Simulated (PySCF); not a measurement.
ClHfO, neutral, multiplicity 2. Atoms are numbered in the order given.

```xyz
3

Hf     0.1994    -0.3317     0.0000
O     -1.2835    -1.2585     0.0000
Cl    -0.2403     1.9972     0.0000
```
Charge 0, spin multiplicity 2.

Geometry optimised at B3LYP-D3(BJ)/def2-TZVP. The spin state was assumed, not searched. The def2 effective core potentials stand for the cores of Hf; spin–orbit coupling is left out.

These are B3LYP-D3(BJ)/def2-TZVP run with PySCF values and carry that method's errors.

Frequencies are harmonic and unscaled.

### Question
Estimate the vibrational spectrum. (An estimate is asked for; the answer gives what the named calculation found.)

### Answer

```
mode  ν (cm⁻¹)  IR (km/mol)  moving atoms (share of kinetic energy)
----  --------  -----------  --------------------------------------
1          163         13.4                 O 71 %, Cl 20 %, Hf 9 %
2          358         48.6                        Cl 82 %, Hf 18 %
3          943        147.4                          O 92 %, Hf 8 %
```
